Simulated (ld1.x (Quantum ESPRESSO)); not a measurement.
Reading a pseudo-wave (Cd (Z = 48))

Columns: radius, all-electron u(r) and pseudo u(r) of the 4d shell (level -45.82 eV) of cadmium in the configuration [Kr] 4d9 5s0 5p0; PBE, scalar-relativistic, TM scheme, ld1.x (Quantum ESPRESSO) 7.5.

```
r (bohr)  all-electron   pseudo
   0.125        0.3493  -0.0112
   0.250        0.4813  -0.0827
   0.375        0.1435  -0.2416
   0.500       -0.2976  -0.4670
   0.625       -0.6491  -0.7012
   0.750       -0.8671  -0.8835
   0.875       -0.9677  -0.9815
   1.000       -0.9844  -0.9980
   1.125       -0.9487  -0.9576
   1.250       -0.8835  -0.8870
   1.375       -0.8042  -0.8049
   1.500       -0.7203  -0.7203
   1.625       -0.6375  -0.6375
   1.750       -0.5591  -0.5591
   1.875       -0.4868  -0.4868
   2.000       -0.4215  -0.4215
   2.125       -0.3632  -0.3632
   2.250       -0.3117  -0.3117
   2.375       -0.2666  -0.2666
   2.500       -0.2272  -0.2272
   2.625       -0.1932  -0.1932
   2.750       -0.1638  -0.1638
   2.875       -0.1385  -0.1385
   3.000       -0.1169  -0.1169
   3.125       -0.0983  -0.0983
   3.250       -0.0825  -0.0825
```

(1) How many radial nodes do the two functions have?

(2) At about which radius was the pseudo-wave matched?

(3) Is the pseudo-wave norm-conserving?

Results:

(1) The all-electron 4d function has n − l − 1 = 1; the pseudo-wave has 0, since the states of the same l below it are removed with the core.

(2) 1.60 bohr, where the columns begin to agree (steps of 0.12 bohr).

(3) Yes: the TM scheme keeps the norm inside the radius equal to the all-electron one, which fixes the energy derivative of the logarithmic derivative at the level.
